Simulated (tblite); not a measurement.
Input of a run (GFN2-xTB geometry optimisation, gas phase (tblite 0.8.0)), started from a force field or distance geometry:
```
{"job": {"kind": "relax", "xc": "GFN2-xTB", "basis": "xTB"}, "charge": 0, "multiplicity": 2}
C      2.231100     0.274100    -0.011700
N      1.241200    -0.763600     0.309600
C     -0.144600    -0.518900     0.072000
C     -0.975800    -1.145000    -0.851200
O     -2.161100    -0.618900    -0.734800
C     -2.189700     0.325200     0.163700
F     -3.218800     1.115300     0.560500
C     -0.918800     0.444700     0.728600
H      2.705800     0.684500     0.906200
H      1.644000     1.110300    -0.507700
H      3.026300    -0.078600    -0.671000
H     -0.652100    -1.950700    -1.498400
H     -0.591800     1.122000     1.516600
```

Output (eV, eV/Å):
```
step      E/eV     max force
  0    -676.50565    3.840
  1    -676.97073    1.112
  2    -677.06092    0.871
  3    -677.17838    0.819
  4    -677.23446    0.542
  5    -677.27156    0.489
  6    -677.29001    0.385
  7    -677.30612    0.353
  8    -677.31601    0.302
  9    -677.32631    0.301
 10    -677.33906    0.356
 11    -677.35905    0.462
 12    -677.39184    0.487
 13    -677.42753    0.526
 14    -677.45592    0.422
 15    -677.48933    0.585
 16    -677.52525    0.711
 17    -677.55187    0.580
 18    -677.57017    0.379
 19    -677.58939    0.362
 20    -677.61562    0.385
 21    -677.63285    0.340
 22    -677.65091    0.323
 23    -677.65826    0.232
 24    -677.66182    0.166
 25    -677.66579    0.161
 26    -677.67085    0.176
 27    -677.67474    0.134
 28    -677.67705    0.137
 29    -677.67997    0.144
 30    -677.68239    0.109
 31    -677.68391    0.100
 32    -677.68461    0.072
 33    -677.68512    0.058
 34    -677.68568    0.060
 35    -677.68621    0.059
 36    -677.68661    0.054
 37    -677.68693    0.049
 38    -677.68721    0.040
 39    -677.68741    0.030
 40    -677.68751    0.019
 41    -677.68755    0.015
 42    -677.68759    0.015
 43    -677.68762    0.013
 44    -677.68765    0.011
 45    -677.68766    0.008
```

Summarise the run.

The energy falls by 27.3 kcal/mol over 45 L-BFGS steps, the largest force on an atom goes from 3.84 to 0.008 eV/Å, and the atoms move by 0.462 Å rms after alignment. The bond that changes most is N2–C3 (ends: nitrogen bonded to 2 C; carbon bonded to 2 C and N), which shortens by 0.117 Å. Bonds longer at the end by more than 0.005 Å: 4 of 13; shorter: 8. Among the angles that change most is O5–C6–F7, from 129.8° to 115.6°. Among the dihedrals that turn most is C1–N2–C3–C4, from 113° to 179°. The energy never rose by more than 1e-5 eV on the way. The first step brought 39 % of the lowering.

What are the final bond lengths?

C1–N2 1.420 Å, N2–C3 1.311 Å, C3–C4 1.405 Å, C4–O5 1.341 Å, O5–C6 1.347 Å, C6–F7 1.325 Å, C6–C8 1.345 Å, C3–C8 1.458 Å, C1–H9 1.097 Å, C1–H10 1.096 Å, C1–H11 1.090 Å, C4–H12 1.070 Å, C8–H13 1.069 Å. Numbering counts from 1 in the input's order; the species is `C[N]c1coc(F)c1` [radical].

Time: 0.2 s. Hardware: Arm Neoverse V2, one thread, on a shared host.

GFN2-xTB frequencies show an imaginary mode (32i cm⁻¹), so the point is no minimum at that level. 2 starts were optimised and ended at 0.00 and 0.02 kcal/mol (GFN2-xTB); the lowest of these is shown.

One conformer stands for the species.

These are computed values.
